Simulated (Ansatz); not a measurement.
System: CLiN (charge 0, singlet). 
Coordinates optimised at B3LYP-D3(BJ)/def2-TZVP (Ansatz, an electronic-structure program):
SMILES: [Li][N][C]
```xyz
3

Li     0.0000     0.0000    -1.8676
C      0.0000     0.0000     1.0617
N      0.0000     0.0000    -0.1096
```

Parts of the frozen-core correlation energy in def2-SVP (Ansatz, hartree). Frozen orbitals: 3; correlated occupied orbitals by spin: 5 and 5; virtual: 29 and 29. Spin-orbit coupling is left out. Non-relativistic.

```csv
term,value
reference (HF),-99.70708
MP2 opposite-spin,[?]
MP2 same-spin,[?]
CCSD correlation,[?]
(T),-0.01181
CCSDT minus CCSD(T),-0.00041
CCSDT(Q) minus CCSD(T),-0.00144
T1 diagnostic,0.018
largest doubles amplitude,0.080
```

**Question.** Complete the blanks.

**Answer.** 
- MP2 opposite-spin, value: -0.19919
- MP2 same-spin, value: -0.07149
- CCSD correlation, value: -0.27901
